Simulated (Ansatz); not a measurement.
Start from `C[O][Sn]([CH3])([SH])[Cl]` and change one atom or group to get `C[O][Sn]([CH3])([NH2])[Cl]`.

Ansatz, PBE0-D4/def2-TZVP geometries, multiplicity 1. Each molecule was computed in one conformer, which needn't be the lowest.

Elements past krypton have def2 core potentials.

```csv
property,`C[O][Sn]([CH3])([SH])[Cl]`
HOMO–LUMO gap (PBE0/def2-TZVPP) / eV,6.51
HOMO energy (ωB97M-V/def2-TZVPP) / eV,-9.96
LUMO energy (PBE/def2-TZVPP) / eV,-2.15
size of the dipole moment (ωB97M-V/def2-TZVPP) / D,2.58
HOMO–LUMO gap (B3LYP/def2-TZVPP) / eV,5.95
size of the dipole moment (PBE/def2-TZVPP) / D,2.59
```

(1) Give the same properties after the change, and the shifts. (Best estimate.)

Results:

(1) The calculation gave: 
```
                                          property  `C[O][Sn]([CH3])([NH2])[Cl]`  shift
              HOMO–LUMO gap (PBE0/def2-TZVPP) / eV                          6.93   0.42
             HOMO energy (ωB97M-V/def2-TZVPP) / eV                        -10.07  -0.11
                 LUMO energy (PBE/def2-TZVPP) / eV                         -1.70   0.45
size of the dipole moment (ωB97M-V/def2-TZVPP) / D                          1.79  -0.79
             HOMO–LUMO gap (B3LYP/def2-TZVPP) / eV                          6.34   0.39
    size of the dipole moment (PBE/def2-TZVPP) / D                          1.79  -0.80
```

With PBE0 the HOMO rises by 0.05 eV and the LUMO rises by 0.47 eV, so the gap widens by about 0.42 eV. PBE moves the HOMO by 0.23 eV and ωB97M-V by -0.11 eV. Dipoles are sizes alone; their direction can turn.

B3LYP here is the variant with VWN-RPA as its local correlation; programs differ in this.
